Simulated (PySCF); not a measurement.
This PySCF input asks for the NMR shieldings of SMILES B/C(C)=C(/[SiH3])CF, C4H10BFSi; the geometry comes from GFN2-xTB.

```python
import basis_set_exchange as bse
import numpy as np
from pyscf import gto, dft
from pyscf.prop import nmr

atoms = """
B    -1.499973    1.444084   -0.340821
C    -0.088462    0.786295   -0.076779
C     1.130995    1.643014    0.035063
C    -0.052059   -0.546592    0.037448
Si    1.435544   -1.657080    0.327643
C    -1.385094   -1.224074   -0.087663
F    -2.357230   -0.247397   -0.337384
H    -1.749020    1.800884   -1.430928
H    -2.052561    1.960368    0.556884
H     1.015974    2.332055    0.871250
H     2.031300    1.050349    0.185402
H     1.243569    2.244137   -0.866325
H     0.958661   -3.044616    0.333845
H     2.420051   -1.500925   -0.746414
H     2.062750   -1.369096    1.620149
H    -1.689503   -1.731737    0.834042
H    -1.431940   -1.927640   -0.925323
"""
names = dict.fromkeys(["B", "C", "Si", "F", "H"], "pcSseg-1")
basis = {el: gto.basis.parse(bse.get_basis(n, elements=[el], fmt="nwchem")) for el, n in names.items()}
mol = gto.M(atom=atoms, basis=basis, charge=0, verbose=0)
mf = dft.RKS(mol, xc="PBE0")
mf.grids.level = 2
mf.grids.alignment = dft.numint.BLKSIZE   # the property module wants whole blocks of grid points
mf.conv_tol = 1e-9
mf.kernel()

calc = nmr.RKS(mf)   # GIAO
C = mf.mo_coeff
Co = C[:, mf.mo_occ > 0]
resp = mf.gen_response(singlet=True, hermi=2)
def vind(x):   # induced exchange potential for any number of trial vectors
    d = np.einsum("pi,xij,qj->xpq", C, 2 * x.reshape(-1, C.shape[1], Co.shape[1]), Co, optimize=True)
    return np.einsum("xpq,pi,qj->xij", resp(d - d.transpose(0, 2, 1)), C, Co, optimize=True).ravel()
mo1, _ = nmr.rhf.solve_mo1(calc, with_cphf=vind)
sigma = calc.kernel(mo1)
for i, s in enumerate(sigma):   # ppm
    w = np.linalg.eigvalsh((s + s.T) / 2)
    print("%2d %-2s iso %8.1f  s11 %8.1f  s22 %8.1f  s33 %8.1f" % (i, mol.atom_pure_symbol(i), w.mean(), *w))
```

Q: What does it print?

A: 
```
 0 B  iso     55.1  s11      7.9  s22     26.2  s33    131.1
 1 C  iso     10.6  s11   -109.8  s22    -18.4  s33    160.0
 2 C  iso    167.3  s11    152.7  s22    167.3  s33    181.9
 3 C  iso     69.1  s11    -14.6  s22     93.7  s33    128.2
 4 Si iso    447.4  s11    432.2  s22    441.2  s33    468.9
 5 C  iso     85.8  s11     36.1  s22     71.2  s33    150.1
 6 F  iso    412.4  s11    326.7  s22    412.9  s33    497.6
 7 H  iso     25.8  s11     20.9  s22     26.5  s33     30.1
 8 H  iso     25.8  s11     20.9  s22     26.5  s33     30.1
 9 H  iso     29.6  s11     25.8  s22     27.3  s33     35.7
10 H  iso     29.6  s11     25.1  s22     30.5  s33     33.4
11 H  iso     29.6  s11     25.8  s22     27.4  s33     35.6
12 H  iso     28.0  s11     24.6  s22     26.8  s33     32.5
13 H  iso     27.5  s11     24.1  s22     25.9  s33     32.5
14 H  iso     27.5  s11     24.1  s22     25.8  s33     32.6
15 H  iso     26.1  s11     21.8  s22     27.1  s33     29.5
16 H  iso     26.1  s11     21.8  s22     27.1  s33     29.6
```

These numbers come from an equivalent density-fitted implementation of the same equations, which agrees with the script to about 0.01 ppm for H and up to a few tenths of a ppm for heavy atoms, so last digits may differ.

Size and cost of the density-fitted run: 176 basis functions, 46 s wall time on 1 thread of an Arm Neoverse N1, shared host; peak memory 0.81 GiB.
